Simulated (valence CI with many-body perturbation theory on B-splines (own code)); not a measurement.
Hyperfine factors and g values of Ir²⁶⁺

Computed by configuration interaction combined with many-body perturbation theory (CI+MBPT): five valence electrons over a frozen Dirac-Fock core [Kr] 4d10, radial functions for each j: 7 s, 7 p, 7 d, 7 f, 4 g, 2 h, with the one-electron correlation potential Σ1 (screened to all orders), the two-electron term Σ2, the three-electron term Σ3, Breit, model QED; selected single and double excitations, second order for the rest (own B-spline code, finite nucleus).

The last digits are not significant, and no measured levels were compared; by estimate large intervals hold to a few tenths of a per cent, small ones and those within an open d or f shell to about a per cent. Core correlation moves these levels by up to 4100 cm⁻¹, and in measured spectra 5 to 20 % of such shifts remained as error; rates that hang on mixing are uncertain with them. Among the levels kept, up to 820 cm⁻¹ of a level comes from second order outside the variational space, and about a tenth of that is noise between levels of different J, which matters for small intervals. Only levels of the ground parity were solved; by the run's estimate the other parity begins above the list, which can be wrong where configurations are misplaced.

A/g_I is the dipole constant over the nuclear g factor μ/I (μ in nuclear magnetons, uniformly magnetised nucleus), B/Q the quadrupole constant per barn. Both hold the static response of the core; the bare values leave it out. Large factors of s and p1/2 electrons are usually good to 5 to 10 %; those of open d and f shells near neutrality can be off by tens of per cent, and small factors of p3/2, d and f electrons come from cancelling terms and can be off by a factor of two or in sign, in half-filled shells by more. B is blank for J = 1/2, where it vanishes, and for nearly pure S terms. Energies count from the lowest level.

Names give the largest LS component (configuration and term), which can be under half, so a name can repeat, a term be missing and a line seem to break the LS rules; names also repeat where a configuration has a term twice. Letters in brackets count levels of one name in rising energy.

```
          Level  E (cm⁻¹)       g  A/g_I (MHz)  A/g_I bare  B/Q (MHz/b)  B/Q bare
    4f5 6H°_5/2       0.0   0.447         6090        5200        -4320     -3840
    4f5 6H°_7/2     15149   0.868         3840        3680        -3660     -3270
    4f5 6H°_9/2     27735   1.063         2910        3110        -3480     -3120
4f5 6F°_5/2 [a]     28437   1.098         3230        3570        -1840     -1620
    4f5 6F°_3/2     29646   0.953         4230        4340         -828      -717
    4f5 6F°_1/2     31559  -0.506        13100       10800                       
   4f5 6H°_11/2     37649   1.162         2540        2930        -3550     -3200
    4f5 6F°_7/2     41500   1.306         1700        2340        -68.7     -90.5
   4f5 6H°_13/2     45229   1.204         2440        2930        -3720     -3380
   4f5 6H°_15/2     47842   1.141         2870        3260        -2080     -1960
    4f5 6F°_9/2     53051   1.363         1410        2150         1470      1260
4f5 6F°_5/2 [b]     58007   0.967         3720        3790        -2670     -2380
   4f5 4M°_15/2     62617   1.030         3180        3340        -81.2      -138
   4f5 6F°_11/2     63351   1.368         1470        2230         2970      2580
    4f5 4F°_3/2     66286   0.579         5640        5000         -150      -147
4f5 4I°_9/2 [a]     69259   0.835         4010        3790        -2070     -1830
   4f5 4L°_13/2     69630   0.945         3590        3600         -542      -512
   4f5 4K°_11/2     70360   0.921         3650        3600        -1190     -1070
    4f5 4P°_5/2     73154   1.364         1630        2400        -2740     -2440
4f5 4G°_7/2 [a]     75699   1.045         3240        3440        -2610     -2350
   4f5 4M°_17/2     78490   1.007         3300        3420         3520      3080
    4f5 2P°_1/2     81429   0.416         9520        9030                       
    4f5 6P°_3/2     84877   1.956        -2760       -1120          902       777
4f5 4G°_9/2 [a]     88201   1.078         3040        3300        -1240     -1130
   4f5 4L°_15/2     88322   1.004         3330        3450         -218      -205
   4f5 4M°_19/2     89912   1.060         3080        3300         4300      3760
    4f5 4H°_7/2     92190   0.843         3890        3680          805       739
    4f5 4F°_5/2     92274   0.893         4260        4220          618       527
   4f5 4H°_11/2     93747   1.108         2870        3180          728       628
4f5 4I°_9/2 [b]     94099   1.047         3020        3190         2360      2070
   4f5 4K°_13/2     94734   0.946         3600        3610        -1950     -1700
   4f5 4M°_21/2     95049   1.087         3030        3300         5180      4530
   4f5 2K°_15/2     95257   1.072         2880        3100        -60.1     -89.7
   4f5 4L°_17/2     98236   1.026         3350        3520         -213      -193
    4f5 4D°_7/2     99936   1.446          674        1520         1460      1260
   4f5 4I°_11/2    100470   0.941         3360        3310        -1600     -1390
   4f5 4I°_13/2    100700   1.050         3070        3260         -322      -295
    4f5 6P°_5/2    102380   1.416         1280        2130        -2010     -1770
   4f5 4H°_13/2    103770   1.098         2920        3210         -677      -622
    4f5 4D°_3/2    106420   1.323         1170        1780          402       369
```

(1) Take the isotope of mass number 191, with I = 3/2, μ = 0.1502 μN and Q = 0.816 b. What is the hyperfine structure of 4f5 6F°_1/2?

Answers

(1) From the table A = 1310 MHz. Shifts from the centre of gravity in MHz: F = 1: -1640, F = 2: 982.
